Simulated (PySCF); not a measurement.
# Relaxation of sextet H2CoO

All numbers come from UPBE0 in PySCF with Co def2-TZVP, O def2-TZVP, H def2-TZVP; no relativity; density-fitted integrals. A (50,194) grid was used.

A start displaced from a saddle point along its imaginary mode, of Cs symmetry, held to at least that symmetry:

Coordinates in bohr (charge 0 multiplicity 6):
```
Co    0.6557    0.0000   -0.0106
O    -2.6529    0.0000    0.0106
H     1.8809   -2.7529    0.2268
H     1.8809    2.7529    0.2268
```

Q: What does it relax to?

A: It ends at Cs with Co–H 1.600 Å (×2), Co–O 1.720 Å; H–Co–H 130.3°, H–Co–O 104.4° (×2) (after a last refinement on a finer grid). A frequency run shows a minimum.

Q: How much energy is released, and in how many steps?

A: 6.5 kJ/mol in 8 steps.

Other spin states or occupations of the open shell can lie lower. At this level a quartet minimum of C2v symmetry lies 193 kJ/mol below this structure.

The relaxation took 15 s on 4 threads of a shared Arm Neoverse V1 host, with 88 basis functions and 10 gradients; the process peaked at 1.1 GiB. Launch command: `OMP_NUM_THREADS=4 python axn.py task.json out`.
